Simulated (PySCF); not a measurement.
C₆H₆O, SMILES O=C1C(=C)C=CC1. Coordinates come from a PBE0-D3(BJ)/def2-SVP optimisation. One conformer was computed; it need not be the lowest.

These are PBE0-D3(BJ)/def2-SVP (PySCF 2.14.0) values and carry that method's errors.

Harmonic wavenumbers (cm⁻¹): 114, 280, 287, 415, 500, 616, 650, 678, 730, 790, 802, 942, 947, 966, 982, 999, 1085, 1131, 1141, 1282, 1305, 1358, 1402, 1426, 1665, 1741, 1892, 3065, 3111, 3167, 3224, 3245, 3278. Rotational constants (GHz): 3.935, 3.351, 1.830; symmetry number 1.

Q: Work out the zero-point energy and the ideal-gas rigid-rotor harmonic-oscillator thermochemistry at 298.15 K and 1 atm.

A: ZPE = ½ Σ hcν = ½ × 45216 cm⁻¹ = 270.45 kJ/mol. H − E(el) = 288.53 kJ/mol. Entropy in J/(mol K): translation 165.42, rotation 112.93, vibration 43.71, total 322.06. G − E(el) = 192.51 kJ/mol. Cp = 102.33 J/(mol K). Modes under 150 cm⁻¹ make the vibrational entropy uncertain.
